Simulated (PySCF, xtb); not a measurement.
C3H3N2, SMILES C1=CN=C[N]1 (connectivity only; charge and spin as stated), charge -1, multiplicity 1.

Harmonic wavenumbers (cm⁻¹) from GFN2-xTB (xtb 6.7.1) at its own minimum, in rising order: 620, 663, 765, 787, 813, 910, 924, 1084, 1092, 1183, 1246, 1287, 1329, 1467, 1493, 2980, 2990, 3013.

### Question
What does B3LYP-D3(BJ)/def2-SVPD (PySCF 2.14.0) give at its own minimum? (Estimate from the structure and the level; the computed values follow.)

### Answer
672, 701, 724, 788, 796, 936, 939, 1077, 1102, 1209, 1236, 1278, 1319, 1455, 1477, 3137, 3139, 3165. Paired by order, the mean absolute difference is 42 cm⁻¹ and the zero-point energies are 35.2 and 36.0 kcal/mol.
